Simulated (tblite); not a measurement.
Compound: C6H13OPSi.
Z-matrix (Å and degrees, GFN2-xTB geometry), rows numbered from 1:
```
C 
C   1  1.5302
C   2  1.4961  1  111.30
C   3  1.3364  2  125.07  1   104.97
Si  4  1.8828  3  125.98  2     1.07
C   4  1.5063  3  115.22  2  -178.18
P   6  1.8306  4  103.26  3   -20.33
O   7  1.4642  6  119.64  4   153.07
C   3  1.5057  2  118.24  1   -73.26
H   1  1.0875  2  110.80  3    61.65
H   1  1.0874  2  110.17  3   -58.49
H   1  1.0873  2  110.25  3  -178.29
H   2  1.0934  1  108.94  3  -120.83
H   2  1.0913  1  109.23  3   121.09
H   5  1.4648  4  110.49  3   -56.52
H   5  1.4658  4  109.74  3    64.65
H   5  1.4636  4  107.60  3  -175.96
H   6  1.0963  4  111.55  3    94.95
H   6  1.0906  4  113.19  3  -143.37
H   7  1.3975  6  104.01  4   -78.00
H   9  1.0964  3  111.78  2    83.91
H   9  1.0913  3  113.11  2   -38.20
```

All values are computed: GFN2-xTB (tblite) harmonic vibrations without scaling, gas phase. Errors from tens to a few hundred cm⁻¹ against measured bands are possible. Modes of hydrogen on phosphorus and silicon can be 10 to 20 % off. One conformer, not necessarily the lowest.

Harmonic wavenumbers (cm⁻¹): 42.4, 62.4, 80.3, 112.8, 175.0, 190.2, 201.7, 272.8, 304.9, 312.5, 338.8, 395.1, 448.8, 530.2, 557.9, 569.5, 663.7, 677.7, 754.0, 783.1, 789.4, 797.3, 801.4, 812.7, 821.8, 888.1, 945.2, 950.0, 1009.0, 1028.9, 1045.6, 1081.7, 1087.0, 1117.0, 1152.0, 1194.2, 1237.4, 1268.5, 1291.1, 1321.5, 1406.4, 1416.9, 1424.8, 1475.1, 1500.1, 1503.5, 1667.9, 2241.6, 2250.4, 2258.2, 2264.0, 2904.2, 2906.6, 2958.3, 2966.5, 2972.1, 2986.3, 3036.8, 3038.2, 3042.5.

A = 1592, B = 823.3, C = 580.6 MHz; mass 160.047 u (most abundant isotopes); point group C1, symmetry number 1.

**Question.** What is the zero-point energy?

**Answer.** Half the sum of the wavenumbers: 37167 cm⁻¹ = 106.27 kcal/mol.

**Question.** Entropy at 400 K, 1 bar (ideal gas, RRHO, classical rotation)?

**Answer.** Translation 42.61, rotation 31.30, vibration 48.39: S = 122.3 cal/(mol K).

**Question.** And Cp and H(400 K) − H(0)?

**Answer.** Cp = 57.72 cal/(mol K), of which vibrations give 49.77 (their classical limit is 60 R = 119.2); H(400 K) − H(0) = 13.25 kcal/mol without the zero-point energy, 10.07 from vibrations.

**Question.** How do the functions run with temperature in this model?

**Answer.** 
| T (K) | S (cal/(mol K)) | Cp (cal/(mol K)) | H − H(0) (kcal/mol) | G − H(0) (kcal/mol) | ln q(vib) |
| --- | --- | --- | --- | --- | --- |
| 100 | 73.4 | 20.9 | 1.41 | -5.93 | 2.17 |
| 200 | 91.6 | 33.1 | 4.11 | -14.21 | 5.34 |
| 300 | 107.4 | 45.8 | 8.06 | -24.17 | 8.51 |
| 500 | 136.3 | 67.7 | 19.54 | -48.60 | 14.83 |
| 800 | 173.1 | 88.4 | 43.25 | -95.19 | 23.91 |
| 1000 | 193.8 | 97.3 | 61.87 | -131.92 | 29.53 |

q(vib) and H(0) count from the zero-point level.

**Question.** Blend soft modes into free rotors: weight 1/[1 + (100 cm⁻¹/ν̃)⁴] for the oscillator and the rest for a rotor with moment μB/(μ + B), μ = h/(8π²ν), B = 10⁻⁴⁴ kg m². What vibrational entropy results?

**Answer.** 44.43 cal/(mol K) in place of 48.39, which changes −T·S at 400 K by +1.58 kcal/mol.

**Question.** Which modes carry the vibrational entropy at 400 K?

**Answer.** 42.4 cm⁻¹: 5.73; 62.4 cm⁻¹: 4.96; 80.3 cm⁻¹: 4.46; 112.8 cm⁻¹: 3.79; 175.0 cm⁻¹: 2.94; 190.2 cm⁻¹: 2.78 cal/(mol K); the other 54 give 23.73 together.

Hindered rotation and anharmonicity are outside this model. Other conformers, if any are populated, would add a mixing term that is left out. The structure is chiral; the term R ln 2 for an equal mix with its mirror image is left out.
